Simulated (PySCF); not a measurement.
Electron correlation in Ne⁺ (neon, charge +1)

[He] 2s2 2p5, 2P determinant. Calculation: PySCF 2.14, in def2-TZVP (5s3p2d1f, 31 functions); no relativity, point nucleus. Frozen: 1s2; 7 electrons correlated.

MP2 pair energies summed by pair of shells (mhartree):

| pair | energy | share (%) |
| --- | --- | --- |
| 2p-2p | -120.21 | 62.2 |
| 2s-2p | -63.47 | 32.8 |
| 2s-2s | -9.57 | 5.0 |

Total MP2 correlation energy: -193.25 mhartree.

Same-spin part -46.31 and opposite-spin part -146.94 mhartree; SCS-MP2 scales them by 1/3 and 6/5 to -191.76 mhartree.

| level | correlation energy (mhartree) |
| --- | --- |
| CCSD | -205.55 |
| (T) | -2.24 |
| CCSD(T) | -207.79 |

Diagnostics: T1 = 0.0040, D1 = 0.0063, largest double amplitude 0.029.

Cost of the coupled-cluster step: 0.36 s of wall time on 1 thread of Neoverse-V2 (shared host), for 7 correlated electrons.
